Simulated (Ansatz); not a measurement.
A search over several starts for the lowest SCF solution of LaF3⁺ at the given spin, in a small basis.

```yaml
crystal:
  periodic: [false, false, false]
  atoms:
    - {symbol: La, position_ang: [-0.002134, 0.001897, 0.368705]}
    - {symbol: F, position_ang: [2.086705, -0.025621, -0.110658]}
    - {symbol: F, position_ang: [-1.020612, 1.818409, -0.138145]}
    - {symbol: F, position_ang: [-1.063969, -1.794675, -0.119901]}
basis:
  gaussian: {orbitals: def2-SVP}
total_charge: 1
magnetization: {spin_polarized: true, initial_magnetization: 1}
hamiltonian: {xc: pbe0, dispersion: d4}
output: {orbitals: {seedname: orbitals}}
```

```sh
$ ansatz run in.yaml --threads 4 --pin off --events-out ev --progress --plain --max-ram 3916MiB
```

Output, abridged:

```
Functional definition: PBE0
689 factors; integrals over basis functions are off by at most 5.7e-4 eV
mean field evaluation 1: about -8977.3146 eV, gradient 6.3e1 eV
mean field evaluation 2: about -8909.5468 eV, gradient 1.5e2 eV
mean field evaluation 4: about -8986.4341 eV, gradient 3.3e1 eV
mean field evaluation 8: about -8990.5142 eV, gradient 9.1e-1 eV
mean field evaluation 16: about -8990.5619 eV, gradient 5.2e-2 eV
mean field evaluation 32: about -8990.5620 eV, gradient 7.3e-5 eV
mean field evaluation 64: about -8990.4983 eV, gradient 3.0e0 eV
mean field evaluation 96: about -8990.5102 eV, gradient 3.1e0 eV
mean field -8990.56210372 eV, -330.3970632898 hartree, gradient 6.2e-6 eV, S^2 0.763606; 7 other end points of the search recorded, 0 dependent functions left out
reference -8990.56217043 eV, -330.3970657412 hartree; 19, 18 occupied and 55, 56 virtual orbitals, 689 factors
Total energy: -8990.61386774 eV, -330.3989655824 hartree
```

It took 21 s on 4 threads of Arm Neoverse V2 on a shared host.

In the def2 sets La takes a core potential; there is no spin–orbit coupling.
